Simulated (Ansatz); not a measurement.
Reaction (atomization): `C#[C][Al]([CH3])[CH3]` → Al• + 4 C• + 7 H•

Gas-phase electronic energies from Ansatz, PBE0-D4/def2-TZVP geometries. CBS: MP2 limit from def2 TZ/QZ plus the TZ coupled-cluster correction, frozen cores. This one scheme is used for every species, atoms too. For atomizations the MP2-based limit and the directly extrapolated one differ by several kJ/mol either way, and by 10 to 25 for some Ge, Se and Sn compounds, so smaller differences from it don't rank the levels. DFT in def2-TZVPP. B3LYP here is the variant with VWN-RPA as its local correlation; programs differ in this. HSE06 is defined as in plane-wave codes. No spin–orbit coupling; open shells (•) take unrestricted orbitals. Spin–orbit coupling would lower the free atoms: a little for Al, C.

`C#[C][Al]([CH3])[CH3]`:

```xyz
12

C    -2.478   -0.813   -1.611
C    -1.500   -0.490   -0.974
Al    0.045    0.025    0.041
C    -0.132    1.434    1.373
C     1.714   -0.905   -0.334
H    -3.339   -1.097   -2.173
H     0.555    2.260    1.163
H     0.132    1.063    2.370
H    -1.144    1.842    1.425
H     2.019   -0.744   -1.373
H     1.591   -1.987   -0.217
H     2.538   -0.587    0.310
```

```
             level  ΔE (kJ/mol)  difference from CCSD(T)/CBS
       LDA (SPW92)       5320.7                        590.1
            PBE-D4       4811.1                         80.5
         revPBE-D4       4703.9                        -26.7
           BLYP-D4       4713.5                        -17.1
         r2SCAN-D4       4747.0                         16.4
            B97M-V       4750.5                         19.9
          B3LYP-D4       4729.4                         -1.2
        r2SCANh-D4       4722.5                         -8.1
          HSE06-D4       4747.9                         17.3
          BHLYP-D4       4614.1                       -116.5
      CAM-B3LYP-D4       4741.9                         11.3
           ωB97M-V       4742.9                         12.3
            B2PLYP       4695.1                        -35.5
          PBE-QIDH       4718.6                        -12.0
               PBE       4791.1                         60.5
            revPBE       4645.8                        -84.8
              BLYP       4670.5                        -60.1
            r2SCAN       4741.7                         11.1
              PBE0       4727.4                         -3.2
             B3LYP       4697.4                        -33.2
           r2SCANh       4716.9                        -13.7
           r2SCAN0       4681.0                        -49.6
             BHLYP       4588.7                       -141.9
         CAM-B3LYP       4724.3                         -6.3
           LC-ωPBE       4717.5                        -13.1
       HF/def2-SVP       3608.9                      -1121.7
      MP2/def2-SVP       4577.0                       -153.6
     CCSD/def2-SVP       4473.0                       -257.6
  CCSD(T)/def2-SVP       4520.9                       -209.7
     HF/def2-TZVPP       3564.3                      -1166.3
    MP2/def2-TZVPP       4697.9                        -32.7
SCS-MP2/def2-TZVPP       4672.9                        -57.7
   CCSD/def2-TZVPP       4555.0                       -175.6
CCSD(T)/def2-TZVPP       4622.5                       -108.1
     HF/def2-QZVPP       3569.2                      -1161.4
    MP2/def2-QZVPP       4761.7                         31.1
SCS-MP2/def2-QZVPP       4744.9                         14.3
      HF/CBS(def2)       3570.0                      -1160.6
     MP2/CBS(def2)       4806.1                         75.5
    CCSD/CBS(def2)       4663.2                        -67.4
       CCSD(T)/CBS       4730.6                            0
```

Largest T1 diagnostic among the species: 0.018.

The D4 term adds +32.0 kJ/mol with B3LYP and +17.1 kJ/mol with PBE0; it sums over pairs of atoms, weighted by their polarisabilities, and B3LYP, whose exchange is more repulsive, gets the larger term. From BLYP to BHLYP (50 % exact exchange), in def2-TZVPP and without D4, ΔE moves by −81.8 kJ/mol: exact exchange takes away binding that semilocal exchange gives to molecules.
